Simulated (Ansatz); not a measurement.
A run for Ansatz (a program for electronic structure): R-r2SCAN/def2-TZVPP on H3NSi (SMILES N[SiH]), atoms moved off the minimum.

Ansatz 0.2 input:
```yaml
crystal:
  periodic: [false, false, false]
  atoms:
    - {symbol: Si, position_ang: [-0.15866680, 0.47571275, 0.37581477]}
    - {symbol: H, position_ang: [-0.60683581, 1.47751213, -0.48696069]}
    - {symbol: N, position_ang: [0.43716555, -0.71278044, -0.64819392]}
    - {symbol: H, position_ang: [0.41936206, -0.46953696, -1.59757135]}
    - {symbol: H, position_ang: [0.82544774, -1.65435436, -0.37666711]}
basis:
  gaussian:
    orbitals: def2-TZVPP
hamiltonian:
  xc: {name: r2SCAN}
scf: {lower_state_search: off}
output: {forces: true}
```

It printed:

```
WARN ansatz: RAYON_NUM_THREADS=1 ignored (pool sized by the plan → 1); use --threads N
Functional definition: r2SCAN
these checks for a lower state are left out or cut short: stability, starts, cluster_reference, orbital_swaps, neighbouring_geometries, increment
integrals: 0.03 GiB planned
620 factors; their error is unknown
mean field: 0.28 GiB planned
mean field evaluation 1: about -9406.8433 eV, gradient 6.4e1 eV
mean field evaluation 2: about -9372.3139 eV, gradient 1.2e2 eV
mean field evaluation 4: about -9414.6211 eV, gradient 5.3e0 eV
mean field evaluation 8: about -9414.6795 eV, gradient 1.9e-1 eV
mean field evaluation 16: about -9414.6795 eV, gradient 2.3e-5 eV
mean field -9414.67951859 eV, -345.9830908093 hartree, gradient 5.0e-6 eV, S^2 0.000000; 0 other end points of the search recorded, 0 dependent functions left out
the calculation of the forces begins
reference -9414.67952782 eV, -345.9830911484 hartree; 12, 12 occupied and 103, 103 virtual orbitals, 620 factors
Total energy: -9414.67952782 eV, -345.9830911484 hartree
Atom 0 at    -0.158667     0.475713     0.375815 Å, force     0.441416    -1.468128     3.793483 eV/Å
Atom 1 at    -0.606836     1.477512    -0.486961 Å, force    -0.546794     1.486591    -2.265096 eV/Å
Atom 2 at     0.437166    -0.712780    -0.648194 Å, force     0.476791    -1.312063     0.788619 eV/Å
Atom 3 at     0.419362    -0.469537    -1.597571 Å, force     0.309840    -0.538701    -1.674248 eV/Å
Atom 4 at     0.825448    -1.654354    -0.376667 Å, force    -0.681253     1.832302    -0.642759 eV/Å
Dipole moment:     0.151271    -0.260027    -0.465843 e Å
Checks for a lower state left out: stability, starts, cluster_reference, orbital_swaps, neighbouring_geometries, increment
```

The run converged.

Cost: around 1.4 core-seconds (rough).
